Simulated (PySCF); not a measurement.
C₂H₄F₂Ge, SMILES C=[CH][GeH]([F])[F]. The structure is a stationary point at ωB97X-D3(BJ)/def2-SVP. One conformer was computed; it need not be the lowest.

Problem. Give the equilibrium geometry at ωB97X-D3(BJ)/def2-SVP (PySCF confirms it by a frequency run) as bond lengths and angles. (An estimate is asked for; the answer gives what the named calculation found.)

Solution. This is not unique; one that fits is 
Atoms: Ge1 F2 F3 C4 C5 H6 H7 H8 H9. Bonded distances (Å): Ge1–F2 1.738, Ge1–F3 1.735, Ge1–C4 1.915, Ge1–H6 1.526, C4–C5 1.337, C4–H7 1.096, C5–H8 1.096, C5–H9 1.096. Bond angles (°): F2–Ge1–F3 104.6, F2–Ge1–C4 105.8, F2–Ge1–H6 108.1, F3–Ge1–C4 110.1, F3–Ge1–H6 106.7, C4–Ge1–H6 120.4, Ge1–C4–C5 119.3, Ge1–C4–H7 120.2, C5–C4–H7 120.6, C4–C5–H8 121.2, C4–C5–H9 121.8, H8–C5–H9 117.0.
Charge 0, spin multiplicity 1.
